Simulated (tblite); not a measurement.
Compound: C₅H₅ClF₂O₂.
Numbering: `[O:1]=[C:2]([CH2:3][CH:4]([F:5])[F:6])[O:7]/[CH:8]=[CH:9]/[Cl:10]` (hydrogens: H11, H12 on C3; H13 on C4; H14 on C8; H15 on C9)

A start from a force field or distance geometry was refined with tblite, GFN2-xTB geometry optimisation, gas phase. Values at the start:

```tsv
coordinate	start
O1=C2	1.280 Å
C2–C3	1.462 Å
C2–O7	1.366 Å
C3–C4	1.520 Å
C3–H11	1.104 Å
C4–F5	1.374 Å
C4–H13	1.132 Å
O7–C8	1.407 Å
C8=C9	1.344 Å
C8–H14	1.093 Å
C9–Cl10	1.756 Å
C9–H15	1.081 Å
O1–C2–C3	116.8°
O1–C2–O7	123.2°
C2–O7–C8	120.4°
C3–C2–O7	120.0°
C3–C4–F5	112.5°
F5–C4–F6	108.2°
O7–C8–C9	120.9°
C8–C9–Cl10	116.5°
```

How do these coordinates change at the GFN2-xTB level?

```tsv
coordinate	GFN2-xTB (Å or °)	change
O1=C2	1.200	-0.080
C2–C3	1.519	+0.057
C9–Cl10	1.710	-0.046
O7–C8	1.374	-0.033
C4–H13	1.100	-0.032
C2–O7	1.336	-0.030
C4–F5	1.353	-0.021
C8=C9	1.327	-0.017
C3–H11	1.090	-0.014
C8–H14	1.081	-0.012
C9–H15	1.077	-0.004
C3–C4	1.523	+0.003
C3–C2–O7	109.9	-10.1
O1–C2–C3	124.1	+7.3
O7–C8–C9	127.8	+6.9
C8–C9–Cl10	119.9	+3.4
C2–O7–C8	123.7	+3.3
O1–C2–O7	126.0	+2.8
F5–C4–F6	106.2	-2.0
C3–C4–F5	110.5	-2.0
```

The energy falls by 18.7 kcal/mol over 147 L-BFGS steps, the largest force on an atom goes from 5.66 to 0.008 eV/Å, and the atoms move by 0.826 Å rms after alignment. The bond that changes most is O1=C2 (ester carbonyl oxygen to ester carbonyl carbon), which shortens by 0.080 Å. Bonds longer at the end by more than 0.005 Å: 1 of 14; shorter: 11. Among the dihedrals that turn most is C2–O7–C8–C9, from 60° to 1°. Rotational constants go from 3842, 376.6, 353.0 to 4208, 358.6, 353.8 MHz.

On an Arm Neoverse V1 with one thread, on a shared host, this took 1.1 s of wall time.

Its GFN2-xTB frequencies are all real (lowest 22 cm⁻¹). The numbers are those of one conformer.

The numbers are calculated, not measured.
